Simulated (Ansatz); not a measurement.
The cluster Al2Cu, relaxed as a quartet with UKS PBE0-D4/def2-TZVP in Ansatz, starting from the PBE0-D4/def2-TZVP geometry of the neutral doublet. Force threshold 0.02 eV/Å.

At PBE0-D4/def2-TZVP a doublet of charge 0 lies 0.90 eV below the quartet, each at its own geometry. The structure comes from a short search, and lower isomers may exist.

Start:

```xyz
3

Al   -1.076    0.573   -0.750
Al    0.928   -0.913   -0.595
Cu    0.147    0.339    1.345
```

Task: Estimate the energy that the relaxation releases and the steps that it takes.

Result: 12.1 kJ/mol, in 5 steps; 15 s on 2 threads of Arm Neoverse V2 on a shared host. No frequencies were taken in this run, so the end may be a saddle point.

Task: Does the start keep its bonding and symmetry?

Result: By distances, no bond broke or formed. The bond that changes most is Al1–Al2, from 2.50 to 2.74 Å (atoms count from 1). Point group C2v at the start, C2v at the end, both within 0.05 Å.

Task: Predict the relaxed structure.

Result: 
```xyz
3

Al   -1.1668    0.6538   -0.7194
Al    1.0276   -0.9739   -0.5494
Cu    0.1391    0.3201    1.2688
```
Bond lengths (bridged metal pairs left out): 2 × Al–Cu 2.40 Å; 1 × Al–Al 2.74 Å.
